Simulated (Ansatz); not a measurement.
Two isomers of CH5NSSi: A = `C=N[SiH2]S`, B = `NC1[SiH2]S1`.

Gas-phase electronic energies from Ansatz, PBE0-D4/def2-TZVP geometries. CCSD(T)/CBS is the MP2 limit (def2-TZVPP, def2-QZVPP) plus CCSD(T) − MP2 in def2-TZVPP, frozen cores. Functionals use def2-TZVPP. Each species was taken in one conformer, which may not be the lowest.

Question: Which is lower in electronic energy at CCSD(T)/CBS, and by how much? (Estimate.)

Answer: Computed: A, by 16.1 kcal/mol.

Question: Give E(B) − E(A) in kcal/mol with HF/def2-TZVPP, B2PLYP, PBE-D4, BLYP-D4, MP2/def2-TZVPP, ωB97M-V, CCSD(T)/def2-TZVPP. (Best estimate.)

Answer: Ansatz gave: HF/def2-TZVPP 26.7, B2PLYP 17.4, PBE-D4 10.2, BLYP-D4 17.2, MP2/def2-TZVPP 15.0, ωB97M-V 16.0, CCSD(T)/def2-TZVPP 17.5. None reverses the order clearly.

Question: Does the order hold for the free energy at 298.15 K (harmonic terms from PBE0-D4)? (Estimate.)

Answer: The calculation gave: Yes: G(B) − G(A) = +20.2 kcal/mol, for one conformer each.

Largest T1 diagnostic: 0.013.

From PBE to PBE0 (25 % exact exchange), in def2-TZVPP and without D4, E(B) − E(A) moves by +0.8 kcal/mol. Leaving LDA and LC-ωPBE aside and taking each functional with its dispersion term where it has one, the values, not all of them listed here, spread over 8.9 kcal/mol, from PBE-D4 to BHLYP-D4. LDA lies −5.5 kcal/mol from PBE without D4.
